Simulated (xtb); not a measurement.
H₃O₃Sn (SMILES [OH][Sn+]([OH])[OH]), charge +1, singlet, from a rough starting geometry (GFN-xTB shapes and energies of metal compounds can be far from the true ones); xtb 6.7.1 with GFN2-xTB.

xtb was given this input:
```
$ xtb mol.xyz --gfn 2 --chrg 1 --opt vtight --json

# file mol.xyz
7

Sn     0.13524001    -0.18981760     0.14784066
O      1.72613489    -0.48788009    -0.62093855
H      2.04052418    -0.10296722    -1.44713543
O     -0.31398597    -0.95299292     1.72010990
H     -1.18870121    -0.72321202     2.02605901
O     -1.20481693     0.95971328    -0.51492519
H     -1.13169121     1.49391153    -1.37767164
```

The log (banner, timings and long lists left out):

```
   ID    Z sym.   atoms
    1   50 Sn     1
    2    8 O      2, 4, 6
    3    1 H      3, 5, 7

           -------------------------------------------------
          |                Calculation Setup                |
           -------------------------------------------------

           -------------------------------------------------
          |                 G F N 2 - x T B                 |
           -------------------------------------------------

          ...................................................
          :                      SETUP                      :
          :.................................................:
          :  # basis functions                  25          :
          :  # atomic orbitals                  24          :
          :  # shells                           12          :
          :  # electrons                        24          :
          :  max. iterations                   250          :
          :  Hamiltonian                  GFN2-xTB          :
          :  restarted?                      false          :
          :  GBSA solvation                  false          :
          :  PC potential                    false          :
          :  electronic temp.          300.0000000     K    :
          :  accuracy                    1.0000000          :
          :  -> integral cutoff          0.2500000E+02      :
          :  -> integral neglect         0.1000000E-07      :
          :  -> SCF convergence          0.1000000E-05 Eh   :
          :  -> wf. convergence          0.1000000E-03 e    :
          :  Broyden damping             0.4000000          :
          :  net charge                          1          :
          :  unpaired electrons                  0          :
          ...................................................

 iter      E             dE          RMSdq      gap      omega  full diag
   1     -0.4841096 -0.484110E+00  0.275E+01    1.42       0.0  T
   2     -9.6053894 -0.912128E+01  0.319E+01   15.93       1.0  T
   3    -11.4772159 -0.187183E+01  0.181E+01   13.31       1.0  T
   4    -15.2600830 -0.378287E+01  0.118E+01    4.75       1.0  T
   5    -14.2165295  0.104355E+01  0.890E+00    6.65       1.0  T
   6    -15.3005633 -0.108403E+01  0.470E+00    4.84       1.0  T
   7    -15.3821325 -0.815692E-01  0.192E+00    4.76       1.0  T
   8    -15.3617234  0.204091E-01  0.264E+00    4.86       1.0  T
   9    -15.3741870 -0.124636E-01  0.245E+00    4.65       1.0  T
  10    -15.3909207 -0.167338E-01  0.476E-01    4.74       1.0  T
  11    -15.3897356  0.118510E-02  0.459E-01    4.75       1.0  T
  12    -15.3912339 -0.149829E-02  0.161E-01    4.72       1.0  T
  13    -15.3912284  0.554895E-05  0.162E-01    4.72       1.0  T
  14    -15.3911004  0.127926E-03  0.227E-01    4.71       1.0  T
  15    -15.3912360 -0.135617E-03  0.645E-02    4.72       1.0  T
  16    -15.3912462 -0.101470E-04  0.347E-02    4.72       1.1  T
  17    -15.3912497 -0.351755E-05  0.285E-03    4.72      13.3  T
  18    -15.3912497  0.200438E-07  0.153E-03    4.72      24.8  T
  19    -15.3912497 -0.176371E-07  0.724E-04    4.72      52.2  T
  20    -15.3912497 -0.349906E-08  0.108E-04    4.72     350.7  T

   *** convergence criteria satisfied after 20 iterations ***

         :::::::::::::::::::::::::::::::::::::::::::::::::::::
         ::                     SUMMARY                     ::
         :::::::::::::::::::::::::::::::::::::::::::::::::::::
         :: total energy             -15.330022013439 Eh    ::
         :: gradient norm              0.059364100666 Eh/a0 ::
         :: HOMO-LUMO gap              4.718726406770 eV    ::
         ::.................................................::
         :: SCC energy               -15.391247640891 Eh    ::
         :: -> isotropic ES            0.110665745705 Eh    ::
         :: -> anisotropic ES         -0.003723715466 Eh    ::
         :: -> anisotropic XC         -0.007205103289 Eh    ::
[...]
 * total energy  :   -15.3300220 Eh     change       -0.2087042E-10 Eh
 * total energy  :   -15.3333293 Eh     change       -0.3307326E-02 Eh
 * total energy  :   -15.3339346 Eh     change       -0.6052384E-03 Eh
 * total energy  :   -15.3340005 Eh     change       -0.6588222E-04 Eh
 * total energy  :   -15.3340377 Eh     change       -0.3724513E-04 Eh
 * total energy  :   -15.3340397 Eh     change       -0.1995104E-05 Eh
 * total energy  :   -15.3340402 Eh     change       -0.5355751E-06 Eh
 * total energy  :   -15.3340404 Eh     change       -0.1269763E-06 Eh
 * total energy  :   -15.3340404 Eh     change       -0.2793096E-07 Eh
   *** GEOMETRY OPTIMIZATION CONVERGED AFTER 9 ITERATIONS ***
         :: total energy             -15.334040390382 Eh    ::
[...]
         7        2.0000           -0.7775626             -21.1586
         8        2.0000           -0.7362306             -20.0339
         9        2.0000           -0.7327484             -19.9391
        10        2.0000           -0.7217422             -19.6396
        11        2.0000           -0.7178527             -19.5338
        12        2.0000           -0.7159400             -19.4817 (HOMO)
        13                         -0.5470774             -14.8867 (LUMO)
        14                         -0.4019951             -10.9388
        15                         -0.3467190              -9.4347
        16                         -0.3250381              -8.8447
        17                         -0.3164044              -8.6098
        18                         -0.2785778              -7.5805
        19                         -0.2576842              -7.0119
        20                         -0.1667423              -4.5373
        21                         -0.1007063              -2.7404
        22                          0.0053743               0.1462
        23                          0.1664118               4.5283
        24                          0.4342808              11.8174
      -------------------------------------------------------------
                  HL-Gap            0.1688626 Eh            4.5950 eV
             Fermi-level           -0.6315087 Eh          -17.1842 eV

     #   Z          covCN         q      C6AA      α(0)
     1  50 Sn       2.408     0.615   378.264    39.354
     2   8 O        1.581    -0.276    18.635     5.825
     3   1 H        0.825     0.412     0.460     1.064
     4   8 O        1.581    -0.256    18.299     5.772
     5   1 H        0.845     0.424     0.439     1.038
     6   8 O        1.581    -0.322    19.438     5.949
     7   1 H        0.818     0.403     0.478     1.085

 Mol. C6AA /au·bohr⁶  :       1154.346253
 Mol. C8AA /au·bohr⁸  :      78599.679994
 Mol. α(0) /au        :         60.088634

Wiberg/Mayer (AO) data.
largest (>0.10) Wiberg bond orders for each atom

 ---------------------------------------------------------------------------
     #   Z sym  total        # sym  WBO       # sym  WBO       # sym  WBO
 ---------------------------------------------------------------------------
     1  50 Sn   3.281 --     4 O    1.120     2 O    1.074     6 O    1.023
     2   8 O    2.369 --     1 Sn   1.074     3 H    0.799     6 O    0.273
                             4 O    0.219
     3   1 H    0.830 --     2 O    0.799
     4   8 O    2.382 --     1 Sn   1.120     5 H    0.792     6 O    0.236
                             2 O    0.219
     5   1 H    0.820 --     4 O    0.792
     6   8 O    2.343 --     1 Sn   1.023     7 H    0.811     2 O    0.273
                             4 O    0.236
     7   1 H    0.838 --     6 O    0.811
 ---------------------------------------------------------------------------

Topologies differ in total number of bonds
Writing topology from bond orders to xtbtopo.mol

molecular dipole:
                 x           y           z       tot (Debye)
 q only:       -0.121       0.408      -0.527
   full:       -0.159       0.653      -0.869       2.792
molecular quadrupole (traceless):
                xx          xy          yy          xz          yz          zz
 q only:       -0.019       0.775      -5.377      -7.651      -5.010       5.396
  q+dip:       -0.881       2.172      -5.412      -8.343      -4.617       6.293
   full:       -2.012       3.646      -4.260      -7.450      -3.198       6.271

optimized geometry written to: xtbopt.xyz

           -------------------------------------------------
          | TOTAL ENERGY              -15.334040390382 Eh   |
          | GRADIENT NORM               0.000025234330 Eh/α |
          | HOMO-LUMO GAP               4.594984781225 eV   |
           -------------------------------------------------

normal termination of xtb
```
